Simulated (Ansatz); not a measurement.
System (SMILES): B=[N] (BH-N), doublet.
Atoms: B1, N2, H3. Bonds: B1-N2, B1-H3.

Basis-set convergence of the harmonic zero-point energy at HF with Ansatz (a program for electronic structure). Each level at its own minimum, finite differences of forces, unscaled; the reference is a large set that could be run, not a limit. Cartesian d functions, on some or all atoms, in 6-31+G*; all else is spherical. The program fits the integrals of some runs and decomposes those of others, by size. Open shells are unrestricted. No added dispersion term, no relativity. Reference: the value in def2-QZVPPD, 8.88 kcal/mol, itself unsure by roughly 0.01 kcal/mol (its mean distance from pcseg-3, def2-QZVPP, cc-pVQZ). Deviations are taken from unrounded values.

```
basis              functions
-----------------  ---------
pcseg-0                   20
def2-SV(P)                30
def2-SVP                  33
pcseg-1                   33
6-31+G*                   40
6-311+G**                 50
6-311++G(2d,2p)           64
def2-TZVP                 68
pcseg-2                   74
def2-TZVPP                76
6-311++G(3df,3pd)         96
def2-QZVPP               144
pcseg-3                  153
```

### Question
Which is the smallest set listed that can be trusted to 0.2 kcal/mol here, that is, within that of the reference together with its larger relatives (same family, alike in diffuse functions; a set with none to test it counts only in the reference's own line)?

### Answer
The smallest set listed that lies within 0.2 kcal/mol of the reference with all its larger relatives (same family, alike in diffuse functions; a set with none counts only in the reference's own line) is def2-SV(P) (30 functions, 0.00 kcal/mol off). Value minus reference: pcseg-0 -0.27, def2-SV(P) 0.00, def2-SVP -0.03, pcseg-1 0.11, 6-31+G* 0.05, 6-311+G** -0.04, 6-311++G(2d,2p) 0.01, def2-TZVP 0.00, pcseg-2 -0.02, def2-TZVPP 0.00, 6-311++G(3df,3pd) 0.01, def2-QZVPP 0.00, pcseg-3 0.03 kcal/mol.
